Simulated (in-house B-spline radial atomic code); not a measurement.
The numbers below are computed, except where a source is named.
# Weak and strong correlation along the adiabatic connection

Two-electron singlets in several external potentials (atomic units), by full CI in B-splines with partial waves to l = 8 (correlation energies up to 0.6 % small). The repulsion is scaled by λ at fixed density; W(λ) is the mean repulsion less the Hartree energy, W(0) = E_x, and the area under W from 0 to 1 is E_xc.

One system gave this curve:

```json
{"λ": "0", "W (hartree)": "-3.5834"}
{"λ": "0.02", "W (hartree)": "-3.5852"}
{"λ": "0.05", "W (hartree)": "-3.588"}
{"λ": "0.12", "W (hartree)": "-3.5945"}
{"λ": "0.25", "W (hartree)": "-3.6064"}
{"λ": "0.4", "W (hartree)": "-3.6198"}
{"λ": "0.6", "W (hartree)": "-3.6374"}
{"λ": "0.8", "W (hartree)": "-3.6545"}
{"λ": "1", "W (hartree)": "-3.6713"}
{"λ": "1.4", "W (hartree)": "-3.7035"}
{"λ": "2", "W (hartree)": "-3.7492"}
{"λ": "3", "W (hartree)": "-3.8187"}
{"λ": "4.5", "W (hartree)": "-3.9098"}
{"λ": "7", "W (hartree)": "-4.0342"}
{"λ": "10", "W (hartree)": "-4.1505"}
```

(1) Which system is it?
A. −Z/r, Z = 6.09, wall at 7.11 bohr
B. −Z/r, Z = 2.25
C. −Z/r, Z = 3.16, wall at 1.87 bohr
D. ω²r²/2 − Z/r, ω = 0.753, Z = 1

## Answers

(1) A. The exchange energy sets the size: −Z/r, Z = 6.09, wall at 7.11 bohr: E_x = -3.58, E_c = -0.0449; −Z/r, Z = 3.16, wall at 1.87 bohr: E_x = -1.8, E_c = -0.0432; −Z/r, Z = 2.25: E_x = -1.18, E_c = -0.0424; ω²r²/2 − Z/r, ω = 0.753, Z = 1: E_x = -0.84, E_c = -0.0391 hartree.
